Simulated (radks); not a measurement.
Values are calculated unless marked as measured or tabulated.
Q: Ionisation of the rubidium ion Rb+, [Kr], to Rb2+, [Ar] 3d10 4s2 4p5, under several functionals. Non-relativistic Kohn-Sham, spin-polarised, spherical densities, point nucleus; open shells are filled with parallel spins first (spin-orbit coupling, left out, can overturn this in heavy ions); a radial shooting solver on a logarithmic mesh with Libxc functionals. The NIST Atomic Spectra Database gives 27.290 eV (measured). Rank these functionals by the error of their Delta-SCF ionisation energy: PW91; exchange-only PBE; XLYP; PBE; LDA (Slater exchange, Perdew-Zunger correlation); OLYP; r2SCAN; exchange-only r2SCAN; B86b exchange with PBE correlation; MS2 meta-GGA; LDA (Slater exchange, Perdew-Wang correlation); exchange-only B88.

A: From best to worst: OLYP 27.342 eV (+0.052); PBE 27.343 eV (+0.053); B86b exchange with PBE correlation 27.366 eV (+0.076); XLYP 27.203 eV (-0.087); PW91 27.413 eV (+0.124); LDA (Slater exchange, Perdew-Wang correlation) 27.520 eV (+0.230); LDA (Slater exchange, Perdew-Zunger correlation) 27.530 eV (+0.240); MS2 meta-GGA 27.700 eV (+0.410); r2SCAN 27.784 eV (+0.494); exchange-only r2SCAN 26.794 eV (-0.495); exchange-only B88 26.174 eV (-1.115); exchange-only PBE 26.158 eV (-1.132). Relativity is left out here, which matters for elements this heavy. Open shells are spherical and high-spin; term and fine-structure splittings are not resolved.
